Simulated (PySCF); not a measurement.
FGe, SMILES [F][Ge] (connectivity only; charge and spin as stated), charge +1, multiplicity 1. Heavy atoms are numbered as in [F:1][Ge:2].

Geometry: PBE0-D3(BJ)/def2-TZVPD. The multiplicity is an assumed one; other spin states were not compared.

Calculation: PBE/pcSseg-2 in PySCF.

GIAO shieldings, no solvent; atoms alike by connectivity are averaged. δ = σ(ref) − σ: ¹⁹F against CFCl3 (σ = 132.0 ppm); ⁷³Ge against GeH4 (σ = 1621.0 ppm), references at their B3LYP-D3(BJ)/def2-TZVP geometries, non-relativistic.

Task: Estimate the chemical shifts. (An estimate is asked for; the answer gives what the named calculation found.)

Result: 
| nucleus | atoms | count | δ (ppm) |
|---|---|---|---|
| ¹⁹F | F1 | 1 | 199.8 |
| ⁷³Ge | Ge2 | 1 | 30.2 |
